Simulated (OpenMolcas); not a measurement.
An atom or ion with 5 electrons was computed by MS-RASPT2, IPEA 0.25 Eh, imaginary shift 0.1 Eh with spin-orbit coupling (OpenMolcas, ANO-RCC-VQZP, DKH2). The lowest levels that the run gave, each within 12 % of the measured value where one is at hand:

```csv
J,Parity,E (cm-1),g
1/2,odd,0.0,0.666
3/2,odd,158,1.334
1/2,even,56627,2.671
3/2,even,56684,1.735
5/2,even,56779,1.601
3/2,even,101026,0.800
5/2,even,101027,1.200
1/2,even,131127,2.002
1/2,even,146322,0.666
3/2,even,146433,1.334
3/2,odd,186286,2.002
3/2,odd,203029,0.800
```

Question: Which ion is it, and what are the configurations and terms?

Answer: N²⁺ (Z = 7, charge +2; active space 3 electrons in 9 orbitals (RAS2 2s 2p; RAS3 3d, at most 2 electrons)). J, parity and g give the terms where levels are pure, and mixed ones are named by the computed weights; the size of the splittings, set against known spectra of the 5-electron sequence, gives the charge. In order, with the measured energies in cm-1 (Moore, Selected Tables of Atomic Spectra, NSRDS-NBS 3, section 5): 2s2 2p 2P* 1/2, 2s2 2p 2P* 3/2 (174), 2s 2p2 4P 1/2, 2s 2p2 4P 3/2 (57247), 2s 2p2 4P 5/2 (57328), 2s 2p2 2D 3/2 (101031), 2s 2p2 2D 5/2 (101024), 2s 2p2 2S 1/2 (131004), 2s 2p2 2P 1/2 (145876), 2s 2p2 2P 3/2 (145986), 2p3 4S* 3/2 (186797), 2p3 2D* 3/2 (203089).

Active for correlation alone: 3d; no level in the range computed is led by a configuration that fills it, so any true level of that kind is missing. Measured partners are found by configuration, term and J. A level has none where our copy of the source lacks it or the pairing is in doubt (some pairs that miss far off the trend of their configuration count as doubtful), and it then counts in no deviation. Only configurations of the active space appear.

* marks odd parity.
